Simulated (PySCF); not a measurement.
Precursor series Nb Cl-F. Isolated molecules, 0 K electronic values unless said otherwise. In the def2 sets, heavy atoms carry core potentials. All members: neutral, multiplicity 1. Level: B3LYP-D3(BJ)/def2-TZVP // PBE-D3(BJ)/def2-SVP (PySCF), beside PBE-D3(BJ)/def2-TZVP // PBE-D3(BJ)/def2-SVP (PySCF) at the same geometries. B3LYP has the VWN-RPA correlation part, as in Gaussian. 

```tsv
species	HOMO–LUMO gap, PBE (eV)	HOMO–LUMO gap, B3LYP-D3(BJ) (eV)
[Nb(Cl)5]	2.83	4.31
[Nb(Cl)4(F)]	3.23	4.76
[Nb(Cl)3(F)2]	4.10	5.79
[Nb(Cl)2(F)3]	4.15	withheld
[Nb(Cl)(F)4]	5.26	6.94
[Nb(F)5]	5.88	8.05
```

Task: Fit y = a + b·x, y being the HOMO–LUMO gap at the first level, to the 5 complete rows by least squares, with x = the PBE value in eV. Give a, b and the rms residual, and predict the withheld value.

Result: Means of the 5 rows: x̄ = 4.26, ȳ = 5.97 eV. Σ(x − x̄)² = 6.7558 and Σ(x − x̄)(y − ȳ) = 7.9885, so b = 1.182 and a = ȳ − b·x̄ = 0.935 eV. The rms residual is 0.121 eV. At x = 4.15 the line gives 5.84 eV. The run for [Nb(Cl)2(F)3] gave 5.83 eV, so the line is off by 0.01 eV, within twice the rms residual.

Codes: PySCF.
